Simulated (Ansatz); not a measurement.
Steps of a relaxation of `NBC(F)F` with RKS PBE0-D4/def2-TZVP.

```sh
$ ansatz run in.yaml --threads 2 --pin off --events-out ev --progress --plain --max-ram 4352MiB
```

```yaml
crystal:
  periodic: [false, false, false]
  atoms:
    - {symbol: N, position_ang: [0.140252, 0.696564, 1.234646]}
    - {symbol: B, position_ang: [-0.378660, -0.327987, 0.455066]}
    - {symbol: C, position_ang: [0.007642, -0.346595, -1.099977]}
    - {symbol: F, position_ang: [0.817883, 0.732525, -1.422483]}
    - {symbol: F, position_ang: [0.721831, -1.498861, -1.369612]}
    - {symbol: H, position_ang: [-0.015031, 0.795252, 2.238130]}
    - {symbol: H, position_ang: [0.747589, 1.411335, 0.824105]}
    - {symbol: H, position_ang: [-1.093874, -1.187988, 0.928715]}
    - {symbol: H, position_ang: [-0.859132, -0.320546, -1.805790]}
basis:
  gaussian: {orbitals: def2-TZVP}
hamiltonian: {xc: pbe0, dispersion: d4}
relax: {f_tol: 0.005, max_steps: 150}
```

Positions (Å) and forces (eV/Å) along the path, 10 of 10 steps:

```xyz
9
step=1 energy=-8697.8895 eV
N     0.140    0.697    1.235    0.113    0.171    0.060
B    -0.379   -0.328    0.455   -0.033    0.073    0.370
C     0.008   -0.347   -1.100   -0.150   -0.024   -0.222
F     0.818    0.733   -1.422   -0.256   -0.514    0.008
F     0.722   -1.499   -1.370   -0.215    0.518   -0.016
H    -0.015    0.795    2.238    0.088   -0.077   -0.677
H     0.748    1.411    0.824   -0.407   -0.466    0.319
H    -1.094   -1.188    0.929    0.280    0.331   -0.207
H    -0.859   -0.321   -1.806    0.579   -0.013    0.366
9
step=2 energy=-8697.9234 eV
N     0.138    0.696    1.236    0.040    0.031   -0.046
B    -0.370   -0.326    0.460   -0.037    0.043    0.107
C     0.006   -0.347   -1.094    0.062   -0.021   -0.179
F     0.817    0.716   -1.435   -0.101   -0.177    0.054
F     0.712   -1.492   -1.381   -0.092    0.177    0.030
H    -0.026    0.795    2.226    0.015   -0.033   -0.158
H     0.740    1.405    0.837   -0.104   -0.100    0.094
H    -1.079   -1.175    0.923    0.084    0.083   -0.057
H    -0.849   -0.318   -1.790    0.133   -0.002    0.154
9
step=3 energy=-8697.9269 eV
N     0.137    0.697    1.234   -0.005    0.019   -0.044
B    -0.369   -0.322    0.458    0.025   -0.025    0.014
C     0.008   -0.348   -1.093    0.048    0.003   -0.008
F     0.824    0.705   -1.434   -0.010   -0.020    0.004
F     0.702   -1.494   -1.383   -0.024    0.024    0.008
H    -0.027    0.788    2.221   -0.019   -0.004    0.019
H     0.727    1.412    0.840    0.020    0.012    0.015
H    -1.068   -1.173    0.918   -0.008   -0.011    0.007
H    -0.847   -0.312   -1.778   -0.027    0.002   -0.015
9
step=4 energy=-8697.9272 eV
N     0.134    0.699    1.233    0.016    0.003   -0.019
B    -0.361   -0.325    0.459   -0.028    0.011   -0.011
C     0.009   -0.349   -1.093    0.033   -0.010    0.032
F     0.825    0.703   -1.436    0.011    0.010   -0.006
F     0.698   -1.495   -1.389    0.005   -0.021   -0.018
H    -0.039    0.794    2.218   -0.003   -0.009    0.019
H     0.734    1.410    0.845   -0.002    0.025    0.003
H    -1.061   -1.175    0.919   -0.005   -0.015    0.010
H    -0.850   -0.308   -1.773   -0.027    0.006   -0.011
9
step=5 energy=-8697.9275 eV
N     0.134    0.700    1.234    0.008    0.008   -0.013
B    -0.359   -0.325    0.459   -0.015    0.007   -0.004
C     0.011   -0.349   -1.093    0.003   -0.009    0.016
F     0.831    0.698   -1.437    0.011    0.009   -0.002
F     0.692   -1.498   -1.393    0.003   -0.015   -0.011
H    -0.040    0.793    2.219   -0.002   -0.005    0.004
H     0.728    1.416    0.845   -0.002    0.008    0.007
H    -1.057   -1.177    0.920    0.003   -0.008    0.005
H    -0.851   -0.303   -1.771   -0.010    0.004   -0.003
9
step=6 energy=-8697.9278 eV
N     0.131    0.704    1.233   -0.005    0.007    0.001
B    -0.354   -0.327    0.459    0.010   -0.004    0.002
C     0.014   -0.351   -1.094   -0.029   -0.008   -0.002
F     0.845    0.688   -1.437    0.008    0.008    0.000
F     0.679   -1.507   -1.403   -0.003    0.002    0.001
H    -0.046    0.793    2.219    0.001    0.001   -0.009
H     0.718    1.427    0.848   -0.004   -0.010    0.003
H    -1.044   -1.184    0.923    0.007    0.004   -0.001
H    -0.853   -0.290   -1.766    0.016    0.001    0.005
9
step=7 energy=-8697.9279 eV
N     0.129    0.706    1.233   -0.006    0.001    0.006
B    -0.351   -0.328    0.460    0.006   -0.001   -0.001
C     0.014   -0.351   -1.093   -0.018   -0.006   -0.003
F     0.851    0.684   -1.435    0.004    0.004    0.000
F     0.672   -1.511   -1.408   -0.003    0.003    0.002
H    -0.049    0.794    2.218    0.001    0.003   -0.005
H     0.713    1.431    0.848   -0.001   -0.008   -0.002
H    -1.038   -1.188    0.925    0.005    0.002   -0.001
H    -0.853   -0.284   -1.764    0.012    0.001    0.004
9
step=8 energy=-8697.9277 eV rejected
N     0.126    0.706    1.230    0.001    0.002    0.022
B    -0.353   -0.330    0.461    0.000    0.003   -0.010
C     0.012   -0.350   -1.091    0.037   -0.004   -0.024
F     0.852    0.685   -1.429   -0.006   -0.001    0.005
F     0.670   -1.509   -1.405    0.002   -0.014   -0.006
H    -0.049    0.798    2.215    0.000   -0.002    0.021
H     0.714    1.425    0.841    0.004    0.024   -0.012
H    -1.034   -1.192    0.927   -0.017   -0.008    0.005
H    -0.850   -0.280   -1.766   -0.021    0.001    0.000
9
step=9 energy=-8697.9279 eV
N     0.127    0.707    1.233   -0.007   -0.009   -0.001
B    -0.350   -0.329    0.460    0.003    0.004    0.008
C     0.015   -0.351   -1.093   -0.007   -0.002   -0.003
F     0.854    0.683   -1.433    0.003    0.001    0.000
F     0.669   -1.512   -1.409    0.000    0.002    0.000
H    -0.050    0.796    2.218    0.001    0.000   -0.007
H     0.711    1.431    0.846    0.001    0.001    0.000
H    -1.035   -1.191    0.924    0.003    0.003    0.003
H    -0.852   -0.280   -1.763    0.004    0.001    0.000
9
step=10 energy=-8697.9279 eV
N     0.126    0.707    1.232   -0.001    0.000   -0.002
B    -0.349   -0.330    0.461    0.001    0.001    0.003
C     0.015   -0.351   -1.093    0.000   -0.002   -0.002
F     0.858    0.680   -1.431    0.000    0.000    0.001
F     0.664   -1.514   -1.412   -0.001    0.001    0.000
H    -0.051    0.797    2.217    0.000    0.000    0.000
H     0.708    1.433    0.844    0.001    0.000    0.000
H    -1.031   -1.193    0.927    0.000    0.000   -0.001
H    -0.852   -0.275   -1.762    0.000    0.000    0.000
```

Run time 46 s (2 threads of an Arm Neoverse V1 on a shared host); peak host memory 0.37 GiB.
